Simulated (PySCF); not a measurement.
HIn (SMILES [InH]), singlet, at a GFN2-xTB geometry (such geometries of metal compounds can be far from the true shape) (core potentials on In). Base run: M062X/def2-SV(P) run with PySCF.

Input for PySCF:
```python
from pyscf import gto, scf, dft

mol = gto.M(
    atom='''
In   -0.00000000   -0.00000000   -0.03940380
H     0.00000000    0.00000000    1.93078643
''',
    basis='def2-sv(p)',
    ecp={'In': 'def2-sv(p)'},
    verbose=4,
)

mf = dft.RKS(mol)
mf.xc = 'm062x'
mf.kernel()
```

The base run was repeated with changes; each row names its change, and settings that it needs were set with it.

```tsv
change	E (Eh)	HOMO (eV)	HOMO-LUMO gap (eV)	dipole (D)	core-seconds (rough)
base	-190.63186	-6.46	5.36	1.10	2
functional = wb97x_v	-190.67848	-7.76	7.81	1.11	30
functional = mn15	-190.29335	-6.27	4.88	1.17	2
functional = blyp; dispersion = d4	-190.67045	-4.65	2.25	1.21	1
functional = revpbe	-190.76196	-4.71	2.36	1.17	2
functional = wb97x	[?]	[?]	[?]	[?]	2
functional = scan	-190.75318	-5.00	2.74	1.17	2
functional = mn12l	[?]	[?]	[?]	[?]	2
functional = bhandhlyp	-190.62843	-6.52	5.40	1.19	1
functional = m06l	[?]	[?]	[?]	[?]	2
functional = o3lyp	-190.93207	-5.06	3.09	1.19	1
functional = lda,vwn	[?]	[?]	[?]	[?]	1
functional = blyp	-190.66909	-4.65	2.25	1.21	2
```

### Question
Complete the blanks.

### Answer

- functional = wb97x, E (Eh): -190.74011
- functional = wb97x, HOMO (eV): -7.79
- functional = wb97x, HOMO-LUMO gap (eV): 7.74
- functional = wb97x, dipole (D): 1.14
- functional = mn12l, E (Eh): -188.98216
- functional = mn12l, HOMO (eV): -5.04
- functional = mn12l, HOMO-LUMO gap (eV): 2.44
- functional = mn12l, dipole (D): 1.13
- functional = m06l, E (Eh): -190.84969
- functional = m06l, HOMO (eV): -4.88
- functional = m06l, HOMO-LUMO gap (eV): 2.72
- functional = m06l, dipole (D): 1.37
- functional = lda,vwn, E (Eh): -190.37653
- functional = lda,vwn, HOMO (eV): -4.87
- functional = lda,vwn, HOMO-LUMO gap (eV): 2.22
- functional = lda,vwn, dipole (D): 1.05

Totals shift with the method and basis; they matter in differences.
